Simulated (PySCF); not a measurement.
ClHg, charge +1, singlet, at a GFN2-xTB geometry (such geometries of metal compounds can be far from the true shape) (core potentials on Hg); BLYP/def2-TZVP (PySCF).

PySCF was given this input:
```python
from pyscf import gto, scf, dft

mol = gto.Mole()
mol.atom = '''
    Hg   -0.000000   -0.000000   -0.387345
    Cl    0.000000    0.000000    1.822799
'''
mol.basis = 'def2-tzvp'
mol.ecp = {'Hg': 'def2-tzvp'}
mol.charge = 1
mol.spin = 0
mol.verbose = 4
mol.build()

mf = dft.RKS(mol)
mf.xc = 'blyp'
mf.grids.atom_grid = (99, 590)
mf.grids.prune = None
mf.kernel()
```

It wrote (shortened):

```
PySCF version 2.14.0

[INPUT] verbose = 4
[INPUT] num. atoms = 2
[INPUT] num. electrons = 36
[INPUT] charge = 1
[INPUT] spin (= nelec alpha-beta = 2S) = 0
[INPUT] symmetry False subgroup None
[INPUT] Mole.unit = angstrom
[INPUT] Symbol           X                Y                Z      unit          X                Y                Z       unit  Magmom
[INPUT]  1 Hg     0.000000000000   0.000000000000  -0.387345000000 AA    0.000000000000   0.000000000000  -0.731975965720 Bohr   0.0
[INPUT]  2 Cl     0.000000000000   0.000000000000   1.822799000000 AA    0.000000000000   0.000000000000   3.444590890131 Bohr   0.0

nuclear repulsion = 81.4065742833046
number of shells = 28
number of NR pGTOs = 132
number of NR cGTOs = 80
basis = def2-tzvp
ecp = {'Hg': 'def2-tzvp'}

******** <class 'pyscf.dft.rks.RKS'> ********
method = RKS
initial guess = minao
damping factor = 0
level_shift factor = 0
DIIS = <class 'pyscf.scf.diis.CDIIS'>
diis_start_cycle = 1
diis_space = 8
diis_damp = 0
SCF conv_tol = 1e-09
SCF conv_tol_grad = None
SCF max_cycles = 50
direct_scf = True
direct_scf_tol = 1e-13
XC library pyscf.dft.libxc version 7.1.2
    S. Lehtola, C. Steigemann, M. J. T. Oliveira, and M. A. L. Marques,  SoftwareX 7, 1–5 (2018)
XC functionals = blyp
    A. D. Becke,  Phys. Rev. A 38, 3098 (1988)
    C. Lee, W. Yang, and R. G. Parr,  Phys. Rev. B 37, 785 (1988)
    B. Miehlich, A. Savin, H. Stoll, and H. Preuss,  Chem. Phys. Lett. 157, 200 (1989)
radial grids:
    Treutler-Ahlrichs [JCP 102, 346 (1995); DOI:10.1063/1.469408] (M4) radial grids

becke partition: Becke, JCP 88, 2547 (1988); DOI:10.1063/1.454033
pruning grids: None
grids dens level: 3
symmetrized grids: False
atomic radii adjust function: <function treutler_atomic_radii_adjust>
User specified grid scheme (99, 590)
small_rho_cutoff = 0
Set gradient conv threshold to 3.16228e-05
Initial guess from minao.
tot grids = 116824
init E= -595.353937805114

WARN: HOMO -0.634773825779891 == LUMO -0.634773825779871

cycle= 1 E= -611.790518274089  delta_E= -16.4  |g|= 2.49  |ddm|=   10
  HOMO = -0.25251084469383  LUMO = -0.234367708569048  gap/eV = 0.49370
cycle= 2 E= -577.980078564177  delta_E= 33.8  |g|= 10.1  |ddm|= 9.56
  HOMO = -0.471690367155946  LUMO = -0.365705596225854  gap/eV = 2.88399
cycle= 3 E= -612.754620496962  delta_E= -34.8  |g|= 1.76  |ddm|= 7.59
  HOMO = -0.555374126265515  LUMO = -0.435768185780837  gap/eV = 3.25464
cycle= 4 E= -613.275162508703  delta_E= -0.521  |g|= 0.426  |ddm|= 1.03
  HOMO = -0.436527195911405  LUMO = -0.425013710912528  gap/eV = 0.31330
cycle= 5 E= -613.145640977535  delta_E= 0.13  |g|= 0.785  |ddm|= 1.92
  HOMO = -0.507661816132039  LUMO = -0.451619471138235  gap/eV = 1.52499
cycle= 6 E= -613.344626552296  delta_E= -0.199  |g|= 0.0603  |ddm|= 1.14
  HOMO = -0.508634321755253  LUMO = -0.456352036038642  gap/eV = 1.42267
cycle= 7 E= -613.345095448333  delta_E= -0.000469  |g|= 0.0315  |ddm|= 0.0679
  HOMO = -0.508710520386441  LUMO = -0.45550724995966  gap/eV = 1.44773
cycle= 8 E= -613.345235447568  delta_E= -0.00014  |g|= 0.00674  |ddm|= 0.0211
  HOMO = -0.508271672832786  LUMO = -0.455201713883061  gap/eV = 1.44411
cycle= 9 E= -613.345242714351  delta_E= -7.27e-06  |g|= 0.00345  |ddm|= 0.00585
  HOMO = -0.508185757075099  LUMO = -0.455355850315257  gap/eV = 1.43757
cycle= 10 E= -613.345246894288  delta_E= -4.18e-06  |g|= 0.000249  |ddm|= 0.00625
  HOMO = -0.50819361132847  LUMO = -0.455355284186865  gap/eV = 1.43780
cycle= 11 E= -613.345246907465  delta_E= -1.32e-08  |g|= 5.55e-05  |ddm|= 0.000449
  HOMO = -0.508189187158876  LUMO = -0.455353643758824  gap/eV = 1.43773
cycle= 12 E= -613.345246908567  delta_E= -1.1e-09  |g|= 8.32e-06  |ddm|= 8.94e-05
  HOMO = -0.508188371360225  LUMO = -0.455353767347946  gap/eV = 1.43770
cycle= 13 E= -613.34524690859  delta_E= -2.29e-11  |g|= 2.39e-07  |ddm|= 1.39e-05
  HOMO = -0.508188494697732  LUMO = -0.455353807026176  gap/eV = 1.43771
Extra cycle  E= -613.34524690859  delta_E= -2.27e-13  |g|= 6.07e-07  |ddm|= 1.31e-06
converged SCF energy = -613.34524690859
```
